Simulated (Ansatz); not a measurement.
Ansatz results at the PBE0-D4/def2-TZVP geometry: size of the dipole moment (B3LYP/def2-TZVPP) 2.04 D; HOMO–LUMO gap (B3LYP/def2-TZVPP) 8.86 eV; HOMO–LUMO gap (PBE0/def2-TZVPP) 9.41 eV.

Each molecule was computed in one conformer, which needn't be the lowest.

Problem. Which molecule gave them?
A. `C[C@@H](F)[C@H](F)Cl`
B. `FC[SiH2]CF`
C. `OCC(F)[SiH3]`
D. `CO/C(F)=[CH]/[AlH2]`

Solution. A. The others give `CO/C(F)=[CH]/[AlH2]`: 2.97, 5.21, 5.64; `FC[SiH2]CF`: 1.57, 8.63, 9.10; `OCC(F)[SiH3]`: 1.15, 8.29, 8.78.

B3LYP here is the variant with VWN-RPA as its local correlation; programs differ in this.
